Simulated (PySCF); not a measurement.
Excitation energy of Kr(2+) by level of theory

Kr(2+) [Ar] 3d10 4s2 4p4 (3P) → Kr(2+) [Ar] 3d10 4s1 4p5 (3P), as a difference of total energies. All numbers are calculated (PySCF 2.14, scalar relativity by spin-free X2C-1e, in x2c-TZVPPall (6s5p4d1f, 48 functions)). Correlated levels: valence: [Ar] 3d10 frozen; valence and next inner shell: [Ne] frozen. The calculations carry no spin-orbit coupling.

| method | excitation energy (eV) |
| --- | --- |
| UHF | 16.722 |
| LDA | 15.033 |
| PBE | 15.004 |
| PBE0 | 15.449 |
| r2SCAN | 15.238 |
| r2SCAN0 | 15.599 |
| wB97M-V | 15.529 |
| PW91 | 15.016 |
| M06-2X | 15.243 |
| ROHF | 16.679 |
| MP2 (valence) | 15.498 |
| SCS-MP2 (valence) | 15.334 |
| MP2 (valence and next inner shell) | 15.567 |
| SCS-MP2 (valence and next inner shell) | 15.376 |

**Question.** How much does correlation contribute at MP2 (valence and next inner shell)?

**Answer.** 15.567 − (16.722) = -1.155 eV, measured against UHF.

A first-order spin-orbit estimate (lowest level to lowest level, LS coupling) adds -0.011 eV.
